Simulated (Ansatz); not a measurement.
`CN[Si](F)(F)Cl` + HCl → `F[Si](F)(Cl)Cl` + CH₃NH₂ at 700 K and 1 bar (ligand exchange at the Si–N bond).

Program: Ansatz. Geometries: PBE0-D4/def2-TZVP. ΔE: electronic, gas phase. CBS: MP2 limit from def2 TZ/QZ plus the TZ coupled-cluster correction, frozen cores. This one scheme is used for every species. Each species was taken in one conformer, which may not be the lowest.

```csv
species,CCSD(T)/CBS energy (Eh),H − E (kJ/mol),S (J/(mol·K))
`CN[Si](F)(F)Cl`,-1043.83156,246.8,493.0
HCl,-460.38127,38.4,211.8
`F[Si](F)(Cl)Cl`,-1408.46553,81.3,402.0
CH₃NH₂,-95.75281,207.6,296.6
```

H − E and S are ideal-gas, rigid-rotor, harmonic terms from PBE0-D4/def2-TZVP, for one conformer and one mirror image of each species. 1 Eh = 2625.50 kJ/mol, R = 8.31446 J/(mol·K).

Question: By hand: ΔE, ΔH, ΔS and ΔG.

Answer: ΔE = (-1408.46553) + (-95.75281) − (-1043.83156) − (-460.38127) = -0.00551 Eh = -14.5 kJ/mol. Δ(H − E) = 81.3 + 207.6 − 246.8 − 38.4 = 3.7, so ΔH = -10.8 kJ/mol. ΔS = 402.0 + 296.6 − 493.0 − 211.8 = -6.2 J/(mol·K). ΔG = -10.8 − 700 × (-6.2)/1000 = -6.5 kJ/mol.

Question: By hand: the equilibrium constant, and the temperature at which ΔG would vanish if ΔH and ΔS stayed fixed.

Answer: log₁₀ K = −ΔG/(RT ln 10) = 0.5. ΔG = 0 at ΔH/ΔS = 1742 K, though so small a ΔS makes that figure unsure.

TΔS isn't small against ΔH here. A doubt of 5 kJ/mol in ΔE shifts log₁₀ K by 0.4 here. Other conformers and mirror images would add mixing entropy, several J/(mol·K) or more a flexible species. Modes under 60 cm⁻¹, often nearly free rotors, make the harmonic entropy too high. These are equilibria of isolated gas molecules and say nothing of rates. Largest T1 diagnostic: 0.010 (customary marks: 0.02 for closed shells, 0.045 for open ones).
